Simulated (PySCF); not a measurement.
Polarisability and C₆ of Al (aluminium, neutral)

[Ne] 3s2 3p1, 2P determinant. All numbers are calculated (PySCF 2.14, no relativity, point nucleus, in def2-TZVPPD (6s5p4d1f, 48 functions)). Coupled (time-dependent) response in atomic units; α is the mean over directions.

```tsv
method	mean α (bohr³)	α xx, yy, zz	C₆ (like pair)	S(−4)
UHF	58.99	50.88, 75.21, 50.88	528.3	1733
PBE	60.36	50.82, 79.44, 50.82	524.0	2149
PBE0	59.31	50.40, 77.14, 50.40	519.6	1930
BLYP	60.36	50.55, 80.00, 50.55	515.7	2294
wB97X	56.26	49.03, 70.73, 49.03	490.1	1589
```

S(−4) is the Cauchy moment in α(ω) = α(0) + S(−4) ω² + …

Reference α: 57.8 ± 1 bohr³ (recommended; Schwerdtfeger and Nagle, table of static dipole polarizabilities (2023 update)). Published C₆: 528.0 (Chu and Dalgarno (2004); Tang, Norbeck and Certain (1976)).

α(iu) at wB97X:

| u (hartree) | α(iu) (bohr³) |
| --- | --- |
| 0 | 56.26 |
| 0.0500 | 52.64 |
| 0.100 | 44.60 |
| 0.200 | 28.83 |
| 0.300 | 18.65 |
| 0.500 | 9.040 |
| 0.750 | 4.653 |
| 1.00 | 2.856 |
| 1.50 | 1.452 |
| 2.00 | 0.9188 |
| 3.00 | 0.4997 |
| 5.00 | 0.2372 |

The components differ because the open shell of this determinant is not spherical; for a pure term their mean is the scalar polarisability.
